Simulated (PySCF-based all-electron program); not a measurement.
The numbers below are computed, except where a source is named.
## PdGe, singlet: squeezing and stretching

Method: all-electron DFT (in-house code on PySCF), basis-limit composite values; Koelling–Harmon scalar relativity, no spin–orbit coupling, spin-restricted. Forces are good to about 0.002 eV/Å. In part, the state lies near an instability. A positive force pushes the atoms apart.

| r (Å) | PBE (eV/Å) |
| --- | --- |
| 1.752 | ? |
| 1.8615 | 13.183 |
| 1.971 | 6.715 |
| 2.190 | 0.155 |
| 2.409 | ? |

(1) What does PBE give at the lengths left open?

(2) Fit a Morse curve to the forces within 0.84 to 1.25 of the listed length with the smallest force. Where does the force vanish, what is the force constant, and what harmonic wavenumber follows with standard atomic masses?

## Answers

(1) 1.752 Å: 23.461 eV/Å; 2.409 Å: -2.220 eV/Å.

(2) PBE: 2.199 Å, 17 eV/Å², about 330 cm⁻¹. The points are far apart, so these are estimates.
